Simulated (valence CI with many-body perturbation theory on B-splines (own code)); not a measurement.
Results of a calculation; reference values are marked as such.
Sensitivity of CI+MBPT for Mg5+

Level of theory: valence CI with perturbative core correlation (CI+MBPT): five valence electrons over a frozen Dirac-Fock core [He], a basis of 6 s, 6 p, 5 d, 3 f, 1 g functions for each j, with the one-electron correlation potential Σ1, the two-electron term Σ2, the three-electron term Σ3, Breit, model QED; selected CI, second order for the rest (own B-spline code, finite nucleus).

Set against measurement, 19 paired levels are off by 480 cm⁻¹ on average, the worst by 977. These come from a selection out of NIST levels in Kelleher and Podobedova, J. Phys. Chem. Ref. Data 37, 267 (2008). Levels without a partner in it may be off by more. Among the levels kept, up to 1800 cm⁻¹ of a level comes from second order outside the variational space, and about a tenth of that is noise between levels of different J, which matters for small intervals.

The reference run has the lowest level 2s2.2p3 4S°_3/2 and an ionisation energy of 186.697 eV. Its largest variational space holds 9999 state functions.

Changed runs:
A. shift of the energy in Σ1 (hartree) 0 → -0.833
B. natural orbitals for correlation on → off
C. averaging of valence orbitals over low configurations on → off
D. highest l in the core sums 6 → 1 (bad on purpose)

Excitation energies of the reference run in cm⁻¹, and shifts in cm⁻¹:

```
                 Level  Reference        A       B        C       D
       2s2.2p3 2D°_5/2      55846     -0.5   +3475     +4.7     +43
       2s2.2p3 2D°_3/2      55859     -0.5   +3471     +5.3     +43
       2s2.2p3 2P°_1/2      84528     -0.6   +2062     +5.3    -149
       2s2.2p3 2P°_3/2      84634     -0.6   +2065     +5.8    -150
         2s.2p4 4P_5/2     248102     +4.8    +652      +31    +682
         2s.2p4 4P_3/2     249733     +4.7    +653      +31    +679
         2s.2p4 4P_1/2     250598     +4.7    +656      +31    +677
         2s.2p4 2D_5/2     342428     +4.2   +7319      +29    +708
         2s.2p4 2D_3/2     342465     +4.2   +7326      +28    +708
         2s.2p4 2S_1/2     402799     +3.7   +7333      +26    +379
         2s.2p4 2P_3/2     426076     +4.2  +10699      +10    +684
         2s.2p4 2P_1/2     428020     +4.1  +10690      +10    +679
Ionisation energy (eV)    186.697  -0.0018  -0.230  -0.0011  -0.075
```
